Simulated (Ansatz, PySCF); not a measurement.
This PySCF input computes a CAM-B3LYP/def2-TZVPD energy:

```python
from pyscf import gto, scf, dft

mol = gto.M(
    atom='''
    Si   -1.09196161   -0.41577761    0.17444630
    S     1.02738743    0.42233449   -0.26092314
    H    -1.02486916   -0.84467181    1.57607692
    H    -1.88919264    0.78418361   -0.10411425
    H    -1.14302774   -1.48132274   -0.83306849
    H     1.74924731   -0.59625727    0.25757221
    H     1.15710591    1.20160281    0.83605558
    ''',
    basis='def2-tzvpd',
    charge=1,
    spin=0,
    verbose=4,
)

mf = dft.RKS(mol, xc='camb3lyp').density_fit(auxbasis='def2-universal-jkfit')
mf.grids.level = 3
mf.conv_tol = 1e-9
mf.max_cycle = 100
mf.max_memory = 1500
mf.kernel()
if not mf.converged:
    mf = mf.newton()
    mf.kernel(mf.make_rdm1())
mf.analyze()
```

Task: Write an input for the same energy in Ansatz (a program for electronic structure) and say what it gives.

Result: 
Ansatz 0.2 input:
```yaml
crystal:
  periodic: [false, false, false]
  atoms:
    - {symbol: Si, position_ang: [-1.09196161, -0.41577761, 0.17444630]}
    - {symbol: S, position_ang: [1.02738743, 0.42233449, -0.26092314]}
    - {symbol: H, position_ang: [-1.02486916, -0.84467181, 1.57607692]}
    - {symbol: H, position_ang: [-1.88919264, 0.78418361, -0.10411425]}
    - {symbol: H, position_ang: [-1.14302774, -1.48132274, -0.83306849]}
    - {symbol: H, position_ang: [1.74924731, -0.59625727, 0.25757221]}
    - {symbol: H, position_ang: [1.15710591, 1.20160281, 0.83605558]}
basis:
  gaussian:
    orbitals: def2-TZVPD
hamiltonian:
  xc: {name: CAM-B3LYP}
total_charge: 1
output: {forces: true}
```
It gives -690.43813 Eh, and PySCF -690.43820 Eh, a difference of 0.07 mEh, from the treatment of integrals and grids.

It need not be the lowest isomer of its formula.
